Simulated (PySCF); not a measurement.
## [Zn(F)(H)] (charge 0, multiplicity 1)

All values below come from TPSSh-D3(BJ)/def2-TZVP // BP86-D3(BJ)/def2-SVP in PySCF.

```json
{
  "HOMO": "-9.05 eV",
  "dipole_moment": "0.426 e·Å",
  "HOMO–LUMO gap": "8.16 eV",
  "LUMO": "-0.89 eV",
  "charge on the central atom (Mulliken)": "0.48 e",
  "charge on the central atom (meta-Löwdin)": "1.10 e",
  "total_energy": "-51154.50 eV",
  "cost": "about 20 core-seconds (a rough figure)"
}
```

Bond lengths (Å): Zn1–F2 1.751, Zn1–H3 1.510. Angles (°): F2–Zn1–H3 179.9.
